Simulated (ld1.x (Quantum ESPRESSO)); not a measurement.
What one change does to a pseudopotential (strontium (Sr), ultrasoft)

ld1.x (Quantum ESPRESSO) 7.5 input, shortened:

```
&input
   title='Sr', zed=38., rel=1, dft='PBE', iswitch=3,
   config='[Kr] 4d0 5s2 5p0'
 /
 &inputp
   pseudotype=3, tm=.true., lloc=-2, rcloc=2.00,
   nlcc=.true.,
   which_augfun='PSQ', rmatch_augfun=2.15
 /
6
4S  1  0   2.00   0.00  2.40  2.55  0.0
5S  2  0   2.00   0.00  2.40  2.55  0.0
4P  2  1   6.00   0.00  2.10  2.40  0.0
5P  3  1   0.00   0.00  2.10  2.40  0.0
4D  3  2   0.00   0.00  2.20  2.85  0.0
4D  3  2   0.00   0.30  2.20  2.85  0.0
 &test
   configts(1)='4s2 4p6 4d0 5s2 5p0'
 /
```

All-electron outer shells of the reference configuration (PBE, scalar-relativistic, ld1.x):

| shell | level (eV) | outermost node (bohr) | outermost maximum (bohr) |
| --- | --- | --- | --- |
| 3p | -256.15 | 0.19 | 0.43 |
| 3d | -128.02 | – | 0.38 |
| 4s | -40.90 | 0.59 | 1.19 |
| 4p | -22.82 | 0.61 | 1.33 |
| 5s | -3.53 | 1.65 | 3.72 |
| 5p | -1.28 | 1.96 | 4.83 |
| 4d | -1.28 | 0.65 | 2.12 |

Change: waves 4p (bound): rcut 2.10, rcutus 2.62 bohr; 5p (bound): rcut 2.10, rcutus 2.62 bohr.

Cutoffs: the cutoffs (Ry, on a coarse ladder) from which the occupation-weighted sum of valence levels, in a spherical-Bessel basis at the reference potential, stays within 10 and 1 mRy of its value at 400 Ry; they do not see the model core or the augmentation charge, which bear on the density cutoff. Errors are all-electron minus pseudo energies relative to the spin-unpolarised reference configuration.

Question: What does the change do?

Answer: The potential gets softer (15 Ry and 25 Ry → 15 Ry and 21 Ry); of the 7 tests that both files solve, the error grows in 3 and shrinks in 3 by more than 15 % and 0.3 meV (median size 14.2 → 11.2 meV); the range in which the p phases agree narrows (upper end 3.9 → 0.8); neither file shows a bound ghost. A larger radius leaves more room for a smooth pseudo-wave, so fewer plane waves are needed.

```csv
quantity,base,changed
"cutoff, loose",15 Ry,15 Ry
"cutoff, tight",25 Ry,21 Ry
bound ghosts,none,none
"error for 4s2 4p6 4d0 5s1 5p0, meV [ΔE 5.89 eV]",-0.9,-0.6
"error for 4s2 4p6 4d0 5s0 5p0, meV [ΔE 16.89 eV]",-14,-11
"error for 4s2 4p6 4d0 5s1.5 5p0, meV [ΔE 2.34 eV]",-0.1,-0.1
"error for 4s1 4p6 4d0 5s2 5p0, meV [ΔE 47.02 eV]",-58,+6.8
"error for 4s2 4p5 4d0 5s2 5p0, meV [ΔE 28.31 eV]",-7.1,+43
"error for 4s2 4p6 4d0 5s0 5p2, meV [ΔE 4.71 eV]",-36,-60
"error for 4s2 4p6 4d0 5s0 5p1, meV [ΔE 8.82 eV]",-31,-48
s: phases at 3.10 bohr within 0.05 rad from the reference energy up to (Ry; the scan ends near 5),2.3,2.3
p: phases at 3.10 bohr within 0.05 rad from the reference energy up to (Ry; the scan ends near 5),3.9,0.8
d: phases at 3.10 bohr within 0.05 rad from the reference energy up to (Ry; the scan ends near 5),2.0,2.0
lowest overlap eigenvalue by channel,"s 0.08, p 0.14, d 0.93","s 0.08, p 0.12, d 0.93"
```
